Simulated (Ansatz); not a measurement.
The same path of C2H3Ge (6 atoms, charge 0, multiplicity 2) was run twice with different band settings. The coordinate that changes most is the height of Ge3 over the plane of its neighbours.

Method: UKS B3LYP/def2-SVP in Ansatz.

Relaxed end points:

```xyz
6
Properties=species:S:1:pos:R:3
C -0.617 -1.672 -0.138
C -0.118 -0.563 -0.028
Ge 0.822 1.071 0.188
H -1.073 -2.640 -0.239
H 0.849 1.841 -1.153
H 0.179 1.899 1.324
```

```xyz
6
Properties=species:S:1:pos:R:3
C -0.614 -1.673 -0.138
C -0.261 -0.506 -0.069
Ge 0.108 1.354 -0.012
H -0.906 -2.706 -0.192
H 1.192 1.705 -1.056
H 0.523 1.762 1.420
```

Common settings: spring 5.0 eV/Å²; optimiser quadratic models (default); start path through a guess of the saddle point; force threshold 0.03 eV/Å; iteration limit 60; end points relaxed.

| run | movable images | climbing image |
| --- | --- | --- |
| 1 | 5 | yes |
| 2 | 4 | no |

Question: What does each run give, and how far can it be trusted?

Answer: Run 1: converged after 6 iterations, highest image 0.257 eV above the first end. A vibrational analysis at the climbing image gives one clearly imaginary mode, 593i cm⁻¹: a first-order saddle point.
Run 2: converged after 6 iterations, highest image 0.220 eV above the first end. No image climbed, so the highest image needn't sit at the top of the path.
